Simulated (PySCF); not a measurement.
Species: C3H15N3Si2.
SMILES with atom numbers: `[CH3:1][NH:2][Si@@H:3]([NH2:4])[NH:5][CH2:6][CH2:7][SiH3:8]` (hydrogens: H9, H10, H11 on C1; H12 on N2; H13 on Si3; H14, H15 on N4; H16 on N5; H17, H18 on C6; H19, H20 on C7; H21, H22, H23 on Si8)

Structure used (GFN2-xTB), in Å, numbered top down from 1:
```
atom  x, y, z in Å
C1    -3.3887   -1.2194   -0.1747
N2    -2.0893   -1.0460    0.4193
Si3   -0.9994    0.1651   -0.1497
N4    -1.6042    1.7782   -0.0404
N5     0.3016    0.0781    0.9695
C6     1.3782    1.0303    0.9256
C7     2.3540    0.8296   -0.2379
Si8    3.1662   -0.8848   -0.2787
H9    -3.7794   -0.2402   -0.4421
H10   -4.0739   -1.6835    0.5382
H11   -3.3680   -1.8347   -1.0829
H12   -1.7070   -1.9254    0.7292
H13   -0.6788    0.0356   -1.5849
H14   -1.7251    2.1616    0.8839
H15   -2.3931    2.0284   -0.6133
H16    0.6396   -0.8447    1.1947
H17    0.9214    2.0188    0.8444
H18    1.9298    0.9844    1.8725
H19    3.1253    1.6000   -0.1757
H20    1.8108    1.0013   -1.1681
H21    4.2248   -0.8880   -1.2915
H22    2.1964   -1.9324   -0.6135
H23    3.7541   -1.1849    1.0321
```

Computed at PBE0/pcSseg-1 (PySCF, non-relativistic), with Q(14N) = 0.02044 b: N2, 14N (I = 1): χzz = -5.046 MHz, η = 0.427; N4, 14N (I = 1): χzz = -4.271 MHz, η = 0.390; N5, 14N (I = 1): χzz = -4.738 MHz, η = 0.412.

**Question.** Where would the pure quadrupole (NQR) lines of 14N at N2 fall for the rigid, isolated species?

**Answer.** From ν± = (3/4)|χ|(1 ± η/3) and ν0 = |χ|η/2: ν+ 4.323 MHz, ν− 3.246 MHz, ν0 1.077 MHz (silicon-bound nitrogen).

**Question.** Where would the pure quadrupole (NQR) lines of 14N at N4 fall for the rigid, isolated species?

**Answer.** From ν± = (3/4)|χ|(1 ± η/3) and ν0 = |χ|η/2: ν+ 3.620 MHz, ν− 2.787 MHz, ν0 0.832 MHz (silicon-bound nitrogen).

**Question.** Find the zero-field quadrupole resonance frequencies of 14N at N5.

**Answer.** From ν± = (3/4)|χ|(1 ± η/3) and ν0 = |χ|η/2: ν+ 4.042 MHz, ν− 3.065 MHz, ν0 0.976 MHz (silicon-bound nitrogen).

In a crystal, neighbours and librations shift these lines. GFN2-xTB bond lengths can be off by several hundredths of an ångström, more for odd bonds, and the gradients follow them. The basis is small and wasn't made for field gradients, so the couplings can be 20 % off.

One conformer stands for the species.
